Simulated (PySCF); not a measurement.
**Working out the ionisation energy of Br⁺**

Br⁺ [Ar] 3d10 4s2 4p4 (3P) → Br²⁺ [Ar] 3d10 4s2 4p3 (4S). Computed with PySCF 2.14 in ANO-RCC-VTZP, with the spin-free X2C one-electron Hamiltonian (Gaussian nucleus). Frozen: [Ne]. Energies in hartree (1 hartree = 27.21139 eV):

| part | Br⁺ (lower) | Br²⁺ (upper) |
| --- | --- | --- |
| UHF | -2604.023692 | -2603.278973 |
| MP2 opposite-spin | -0.126923 | -0.103991 |
| MP2 same-spin | -0.053848 | -0.049193 |

**Question.** What does Hartree-Fock give?

**Answer.** (-2603.278973) − (-2604.023692) = 0.744719 hartree = 20.265 eV.

**Question.** What do MP2 and SCS-MP2 (6/5 opposite-spin, 1/3 same-spin) give?

**Answer.** The opposite-spin parts differ by 0.624 eV and the same-spin parts by 0.127 eV. MP2: 20.265 + (0.624) + (0.127) = 21.016 eV. SCS-MP2: 20.265 + 1.2 × (0.624) + (0.127)/3 = 21.056 eV.

Measured between the centres of the two terms (NIST): 21.409 eV, so MP2 (valence and next inner shell) is off by -0.393 eV.

What remains against the reference includes basis incompleteness, the frozen core and correlation beyond second order.
